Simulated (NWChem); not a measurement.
System: C$_{3}$HF$_{3}$; SMILES FC=C=C(F)F

NWChem printed, in part:

```
             Northwest Computational Chemistry Package (NWChem) 7.3.0
             --------------------------------------------------------

                             Geometry "geometry" -> ""
                             -------------------------

 Output coordinates in angstroms (scale by  1.889725989 to convert to a.u.)

  No.       Tag          Charge          X              Y              Z
 ---- ---------------- ---------- -------------- -------------- --------------
    1 F                    9.0000     0.44119700    -2.57792900     0.00000000
    2 C                    6.0000    -0.49807500    -1.61601200     0.00000000
    3 C                    6.0000    -0.22668300    -0.32805800     0.00000000
    4 C                    6.0000    -0.01460300     0.96960400     0.00000000
    5 F                    9.0000     0.10821000     1.72410700     1.08573600
    6 F                    9.0000     0.10821000     1.72410700    -1.08573600
    7 H                    1.0000    -1.51828900    -2.04338300     0.00000000

 Effective nuclear repulsion energy (a.u.)     209.9507928905

                              NWChem Property Module
                              ----------------------

                                 NWChem DFT Module
                                 -----------------

 Summary of "ao basis" -> "ao basis" (spherical)
 ------------------------------------------------------------------------------
       Tag                 Description            Shells   Functions and Types
 ---------------- ------------------------------  ------  ---------------------
 F                         def2-svpd                 9       23   4s3p2d
 C                         def2-svpd                 8       20   4s2p2d
 H                         def2-svpd                 4        8   2s2p

            General Information
            -------------------
          SCF calculation type: DFT
          Wavefunction type:  closed shell.
          No. of atoms     :     7
          No. of electrons :    46
           Alpha electrons :    23
            Beta electrons :    23
          Charge           :     0
          Spin multiplicity:     1
          Use of symmetry is: off; symmetry adaption is: off
          Maximum number of iterations: 150
          AO basis - number of functions:   137
                     number of shells:    55
          Convergence on energy requested:  1.00D-06
          Convergence on density requested:  1.00D-05
          Convergence on gradient requested:  5.00D-04

              XC Information
              --------------
                         B3LYP Method XC Potential
                     Hartree-Fock (Exact) Exchange  0.200
                        Slater Exchange Functional  0.800 local
                    Becke 1988 Exchange Functional  0.720 non-local
              Lee-Yang-Parr Correlation Functional  0.810
                  VWN I RPA Correlation Functional  0.190 local

             Grid Information
             ----------------
          Grid used for XC integration:  medium
          Radial quadrature: Mura-Knowles
          Angular quadrature: Lebedev.
          Tag              B.-S. Rad. Rad. Pts. Rad. Cut. Ang. Pts.
          ---              ---------- --------- --------- ---------
          F                   0.50       49          13.0       434
          C                   0.70       49          11.0       434
          H                   0.35       45          12.0       434
          Grid pruning is: on
          Number of quadrature shells:   339
          Spatial weights used:  Erf1

      Superposition of Atomic Density Guess
      -------------------------------------

 Sum of atomic energies:        -411.26614649

      Non-variational initial energy
      ------------------------------

 Total energy =    -413.517014
 1-e energy   =    -986.066100
 2-e energy   =     362.598293
 HOMO         =      -0.276334
 LUMO         =       0.010359

   convergence    iter        energy       DeltaE   RMS-Dens  Diis-err
 ---------------- ----- ----------------- --------- --------- ---------
 d= 0,ls=0.0,diis     1   -413.8996268478 -6.24D+02  2.57D-02  1.46D+00
 d= 0,ls=0.0,diis     2   -413.7845582784  1.15D-01  1.01D-02  2.96D+00
 d= 0,ls=0.0,diis     3   -414.0626396059 -2.78D-01  2.36D-03  4.97D-02
 d= 0,ls=0.0,diis     4   -414.0651790118 -2.54D-03  1.08D-03  2.28D-02
 d= 0,ls=0.0,diis     5   -414.0677955676 -2.62D-03  3.12D-04  2.87D-03
  Resetting Diis
 d= 0,ls=0.0,diis     6   -414.0681295693 -3.34D-04  6.35D-05  3.49D-05
 d= 0,ls=0.0,diis     7   -414.0681332133 -3.64D-06  5.16D-05  1.29D-05
 d= 0,ls=0.0,diis     8   -414.0681304786  2.73D-06  3.40D-05  3.82D-05
 d= 0,ls=0.0,diis     9   -414.0681344601 -3.98D-06  2.54D-06  2.03D-07
 d= 0,ls=0.0,diis    10   -414.0681344827 -2.26D-08  7.93D-07  6.98D-09

         Total DFT energy =     -414.068134482743
      One electron energy =     -987.406892416108
           Coulomb energy =      411.233097583649
    Exchange-Corr. energy =      -47.845132540812
 Nuclear repulsion energy =      209.950792890527

 Numeric. integr. density =       46.000003351052

                       DFT Final Molecular Orbital Analysis
                       ------------------------------------

 Vector   21  Occ=2.000000D+00  E=-4.184413D-01
              MO Center= -1.2D-02, -2.2D+00,  8.8D-10, r^2= 1.6D+00
   Bfn.  Coefficient  Atom+Function         Bfn.  Coefficient  Atom+Function
  ----- ------------  ---------------      ----- ------------  ---------------
     5      0.445015  1 F  px                 6      0.368630  1 F  py
     8     -0.286452  1 F  px                66     -0.277200  4 C  s
   130     -0.256338  7 H  s                  9     -0.243310  1 F  py
    47      0.216020  3 C  s                 28      0.197155  2 C  px
    49     -0.166727  3 C  py                29      0.144558  2 C  py

 Vector   22  Occ=2.000000D+00  E=-3.101656D-01
              MO Center= -2.4D-01, -9.2D-01,  8.4D-09, r^2= 2.0D+00
   Bfn.  Coefficient  Atom+Function         Bfn.  Coefficient  Atom+Function
  ----- ------------  ---------------      ----- ------------  ---------------
    50      0.434127  3 C  pz                30      0.370047  2 C  pz
     7      0.280920  1 F  pz                53      0.256142  3 C  pz
    10     -0.192690  1 F  pz                33      0.165468  2 C  pz
    89     -0.120024  5 F  py               112      0.120024  6 F  py
    92      0.079132  5 F  py               115     -0.079132  6 F  py

 Vector   23  Occ=2.000000D+00  E=-2.978247D-01
              MO Center= -1.3D-01,  2.4D-01, -1.3D-09, r^2= 2.2D+00
   Bfn.  Coefficient  Atom+Function         Bfn.  Coefficient  Atom+Function
  ----- ------------  ---------------      ----- ------------  ---------------
    48      0.433680  3 C  px                68      0.365442  4 C  px
    51      0.244803  3 C  px                88      0.223783  5 F  px
   111      0.223783  6 F  px                71      0.168420  4 C  px
    91     -0.156871  5 F  px               114     -0.156871  6 F  px
   130      0.115739  7 H  s                  6      0.103515  1 F  py

 Vector   24  Occ=0.000000D+00  E=-5.130612D-02
              MO Center= -3.4D-01, -7.7D-01,  1.3D-09, r^2= 2.8D+00
   Bfn.  Coefficient  Atom+Function         Bfn.  Coefficient  Atom+Function
  ----- ------------  ---------------      ----- ------------  ---------------
    30      0.487581  2 C  pz                33      0.380601  2 C  pz
    50     -0.370370  3 C  pz                53     -0.291638  3 C  pz
    70     -0.213790  4 C  pz                73     -0.207253  4 C  pz
     7      0.184076  1 F  pz                10     -0.143618  1 F  pz
    89      0.140872  5 F  py               112     -0.140872  6 F  py

 Vector   25  Occ=0.000000D+00  E=-3.670450D-02
              MO Center= -1.6D-01, -2.4D-01,  2.0D-09, r^2= 3.8D+00
   Bfn.  Coefficient  Atom+Function         Bfn.  Coefficient  Atom+Function
  ----- ------------  ---------------      ----- ------------  ---------------
    27      1.226262  2 C  s                 68     -0.516122  4 C  px
    47     -0.494337  3 C  s                131     -0.424342  7 H  s
    71     -0.389494  4 C  px                 4     -0.373694  1 F  s
    67      0.367496  4 C  s                 48      0.326925  3 C  px
    26      0.288103  2 C  s                 51      0.235265  3 C  px

 Vector   26  Occ=0.000000D+00  E= 1.031478D-02
              MO Center= -3.5D-01,  6.7D-01, -2.2D-08, r^2= 8.8D+00
   Bfn.  Coefficient  Atom+Function         Bfn.  Coefficient  Atom+Function
  ----- ------------  ---------------      ----- ------------  ---------------
    67      5.257965  4 C  s                 27      2.359057  2 C  s
    87     -1.918347  5 F  s                110     -1.918347  6 F  s
    26     -1.269551  2 C  s                131     -0.992301  7 H  s
     4     -0.931237  1 F  s                 63     -0.598028  3 C  d  2
    47     -0.570630  3 C  s                 32     -0.538847  2 C  py

     Multipole analysis of the density
     ---------------------------------

     L   x y z        total         alpha         beta         nuclear
     -   - - -        -----         -----         ----         -------
     0   0 0 0     -0.000000    -23.000000    -23.000000     46.000000

     1   1 0 0     -0.522512     -0.227333     -0.227333     -0.067845
     1   0 1 0     -0.230528     -0.060827     -0.060827     -0.108875
     1   0 0 1      0.000000      0.000000      0.000000      0.000000

     2   2 0 0    -22.455767    -22.058791    -22.058791     21.661814
     2   1 1 0      2.269633     -1.391468     -1.391468      5.052569
     2   1 0 1     -0.000000     -0.000000     -0.000000      0.000000
     2   0 2 0    -25.475456   -261.726932   -261.726932    497.978408
     2   0 1 1     -0.000000     -0.000000     -0.000000      0.000000
     2   0 0 2    -24.850105    -50.311916    -50.311916     75.773728

 *** CALLING NEW AORESP DRIVER FOR CLOSED AND OPEN SHELLS ***
 Entering AOResponse driver routine

--------------------------------------------------------------------------------

          -----------------------------------------------
          Solving response equations for perturbing field
          -----------------------------------------------

 number of frequencies:     1
 frequency in a.u.:  0.7730000E-01
 Perturbing field: electric
 Using El. Dipole Length Gauge

 Setting up CPKS with frequency omega =      0.07730000 a.u.

                            NWChem Dynamic CPHF Module
                            --------------------------

    scftype = RHF
    nclosed =   23
      nopen =    0
  variables =     5244
  num. vecs =        3
  tolerance =   1.0D-04
  max. iter =   50

 SCF residual:    4.9405043267361135E-005

Iterative solution of linear equations
  No. of variables     5244
  No. of equations        3
  Maximum subspace       30
       Convergence  1.0D-04

   iter   nsub   residual    time
   ----  ------  --------  ---------
     1      3    9.69D+00      25.4
     2      6    3.40D+00      31.8
     3      9    3.28D-01      38.3
     4     12    2.15D-01      44.8
     5     15    1.93D-02      51.2
     6     18    6.51D-03      57.7
     7     21    9.04D-04      64.2
     8     24    9.01D-05      70.6

 Electric Dipole Response Matrix (nonzero elements):

              1        2        3
    1   31.2878   5.3717  -0.0000
    2    5.3716  70.1866   0.0000
    3   -0.0000   0.0000  31.6388

 ------------------------------------------
 average:        44.37107 + I       0.00000

 DFT Linear Response polarizability / au
 Frequency  =       0.0773000 / au
 Wavelength =     589.4353558 / nm
              X              Y              Z
 -----------------------------------------------
 X      31.2878229      5.3717374     -0.0000000
 Y       5.3715725     70.1865523      0.0000001
 Z      -0.0000000      0.0000001     31.6388362
 -----------------------------------------------
 Eigenvalues =      30.5596419     70.9147333     31.6388362
 Isotropic   =      44.3710705
 Anisotropic =      39.8264621
 -----------------------------------------------

 Magnetic Dipole Response Matrix (nonzero elements):

 Exiting AOResponse driver routine
```

Level: B3LYP/def2-SVPD. The geometry was optimised at PBE-D3(BJ)/def2-SVP. B3LYP is NWChem's, with the RPA form of VWN correlation.

**Question.** Write an input that gives this output.

**Answer.** Several could match; the one computed here: the input that was run:
```
start job
memory heap 200 mb stack 900 mb global 1100 mb
geometry units angstroms noautosym nocenter noautoz
  F      0.441197    -2.577929     0.000000
  C     -0.498075    -1.616012     0.000000
  C     -0.226683    -0.328058     0.000000
  C     -0.014603     0.969604     0.000000
  F      0.108210     1.724107     1.085736
  F      0.108210     1.724107    -1.085736
  H     -1.518289    -2.043383     0.000000
end
basis spherical
  F library def2-svpd
  C library def2-svpd
  H library def2-svpd
end
dft
  xc b3lyp
  iterations 150
end
property
  response 1 0.0773
end
task dft property
```
